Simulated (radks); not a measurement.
Values are calculated unless marked as measured or tabulated.
Tc3+, 40 electrons, occupied as [Kr] 4d4. Code: a radial shooting solver on a logarithmic mesh with Libxc functionals. Model: scalar-relativistic Kohn-Sham, LDA (Slater exchange, Perdew-Wang correlation), spin-polarised, spherical densities, finite nucleus; open shells are filled with parallel spins first (spin-orbit coupling, left out, can overturn this in heavy ions); Fermi nuclear charge, rms radius 4.4112 fm.

Normalised radial functions P(r) = r R(r), r in bohr:

r	4s up
0.003389	0.1062
0.005097	0.1444
0.007604	0.1870
0.01134	0.2259
0.01692	0.2419
0.02525	0.2026
0.03766	0.0714
0.05618	-0.1538
0.08382	-0.3697
0.125	-0.3404
0.1865	0.0931
0.2783	0.5843
0.4151	0.3797
0.6193	-0.5562
0.9239	-1.1344
1.378	-0.7745
2.056	-0.2250
3.068	-0.0233
4.576	-0.0006

4s up: eigenvalue -104.81 eV, 3 radial nodes at r = 0.0434, 0.175, 0.497 bohr, <r> = 1.05 bohr, 90 % of the charge inside 1.53 bohr.
